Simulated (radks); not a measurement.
Question: Successive ionisation energies (eV) of one element, from differences of total energies of ions in their ground configurations, starting at charge 0: 5.941, 11.077, 23.923, 42.110, 62.745, 92.463, 99.395, 114.49. Method: Dirac Kohn-Sham, PBE, spin-unpolarised, spherical densities, finite nucleus; open shells fill j = l - 1/2 first; Fermi nuclear charge, rms radius 5.0819 fm; computed with a radial shooting solver on a logarithmic mesh with Libxc functionals. Which element is it?

Answer: Samarium (Z = 62). The first species listed is Sm in [Xe] 4f6 6s2, the last Sm7+ in [Kr] 4d10 4f4 5s2 5p3.
